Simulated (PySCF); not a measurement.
S3, charge -1, multiplicity 2. Atoms are numbered in the order given.

```xyz
3

S      0.0000     0.0000     0.7296
S      0.0000     1.7156    -0.3648
S      0.0000    -1.7156    -0.3648
```
Charge -1, spin multiplicity 2.

Coordinates come from a B3LYP-D3(BJ)/def2-SVPD optimisation.

Calculation: PBE/def2-TZVPD in PySCF.

Mulliken values depend strongly on the basis, most of all with diffuse functions as here. Atomic charges (e):

```tsv
atom	meta-Löwdin	Mulliken	Mulliken spin
S1	0.10	0.01	0.34
S2	-0.55	-0.51	0.33
S3	-0.55	-0.51	0.33
```
